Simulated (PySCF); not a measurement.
SiFCl2Br, SMILES F[Si](Cl)(Cl)Br. Coordinates come from a ωB97X-D3(BJ)/def2-SVP optimisation.

Computed with PySCF 2.14.0 with ωB97X-D3(BJ)/def2-SVP.

Harmonic wavenumbers (cm⁻¹): 137, 148, 215, 239, 266, 418, 610, 663, 948. Rotational constants (GHz): 1.791, 1.122, 0.9032; symmetry number 1.

Work out the zero-point energy and the ideal-gas rigid-rotor harmonic-oscillator thermochemistry at 298.15 K and 1 atm.

ZPE = ½ Σ hcν = ½ × 3645 cm⁻¹ = 21.80 kJ/mol. H − E(el) = 40.74 kJ/mol. Entropy in J/(mol K): translation 174.69, rotation 123.69, vibration 53.46, total 351.83. G − E(el) = -64.16 kJ/mol. Cp = 87.38 J/(mol K). Modes under 150 cm⁻¹ make the vibrational entropy uncertain.
